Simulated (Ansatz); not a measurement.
Molecule: bromine, Br2, net charge 0, singlet state. 
Structure (B3LYP-D3(BJ)/def2-TZVP (Ansatz, a quantum-chemistry and plane-wave program) minimum search):
```xyz
2

Br     0.0000     0.0000    -1.1579
Br     0.0000     0.0000     1.1579
```
Charge 0, spin multiplicity 1.

Basis-set convergence of Hartree-Fock and CCSD(T) correlation energies (hartree) with Ansatz. Valence correlation only, unless marked. No spin-orbit coupling. Frozen are the shells of the preceding noble gas and the d and f shells that filled before the atom's block. No relativistic terms.

```json
[
 {"basis": "cc-pVDZ", "functions": "54", "E(HF)": "-5144.75600", "E(corr, CCSD(T))": "-0.25670", "rough core time": "under 20 s"},
 {"basis": "cc-pVTZ", "functions": "86", "E(HF)": "-5144.91462", "E(corr, CCSD(T))": "-0.36457", "rough core time": "under 20 s"},
 {"basis": "cc-pVQZ", "functions": "136", "E(HF)": "-5144.92097", "E(corr, CCSD(T))": "-0.40214", "rough core time": "under 20 s"},
 {"basis": "cc-pV5Z", "functions": "208", "E(HF)": "-5144.92172", "E(corr, CCSD(T))": "-0.41512", "rough core time": "30 s"}
]
```

Extrapolating the two largest sets (X = 4 and 5) as X^-3: E(corr) = (125·(-0.41512) - 64·(-0.40214))/61 = -0.4287 Eh, an estimate of the basis-set limit. The largest set recovers 96.8 % of it, the smallest 59.9 %.
